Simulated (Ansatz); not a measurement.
Mulliken charges of `FC[BH][SnH3]` from ωB97M-V/def2-TZVPP in Ansatz (PBE0-D4/def2-TZVP geometry).

```csv
atom,x (Å),y (Å),z (Å),charge (e)
F1,-1.883,0.652,-0.454,-0.244
C2,-0.677,1.183,-0.891,0.106
B3,0.595,0.473,-0.380,-0.208
Sn4,0.469,-1.309,0.988,0.319
H5,-0.682,1.181,-1.993,0.100
H6,-0.646,2.246,-0.603,0.100
H7,1.637,0.925,-0.754,0.102
H8,-0.377,-2.587,0.234,-0.088
H9,-0.363,-0.913,2.426,-0.087
H10,2.011,-1.901,1.429,-0.101
```

**Question.** By hand: the dipole of these point charges (1 e Å = 4.8032 D).

**Answer.** Σ q r = (0.309, 0.386, -0.302) e Å, of length 0.579 e Å = 2.78 D.

**Question.** How does the dipole of the full density compare? (Best estimate.)

**Answer.** The calculation gave: (0.239, 0.307, -0.240) e Å, 2.20 D; the point charges give 1.26 times that, at 1° from its direction.

Point charges leave out the atoms' own dipoles, such as those of lone pairs, and Mulliken's split depends on the basis, so the two needn't agree.
